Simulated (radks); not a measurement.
Results of a calculation; reference values are marked as such.
Question: Valence configurations of Te III (all share [Kr]). Code: a radial shooting solver on a logarithmic mesh with Libxc functionals. Model: Dirac Kohn-Sham, PBEsol, spin-unpolarised, spherical densities, point nucleus; open shells fill j = l - 1/2 first. Order these by energy: 4d10 5s0.5 5p3.5; 4d8.5 5s2 5p3.5; 4d10 5s1.5 5p2.5; 4d10 5s1 5p3; 4d10 5p4; 4d9 5s2 5p3; 4d8 5s2 5p4; 4d10 5s2 5p2; 4d9 5s1 5p4.

Answer: From the lowest, in eV above it: 4d10 5s2 5p2 0.000; 4d10 5s1.5 5p2.5 5.383; 4d10 5s1 5p3 10.803; 4d10 5s0.5 5p3.5 16.260; 4d10 5p4 21.754; 4d9 5s2 5p3 40.629; 4d9 5s1 5p4 52.158; 4d8.5 5s2 5p3.5 62.839; 4d8 5s2 5p4 86.322. NIST lists [Kr] 4d10 5s2 5p2 as the ground configuration; this level of theory agrees among the configurations tried. The energies are those of spherical spin-averaged densities, not of single terms.
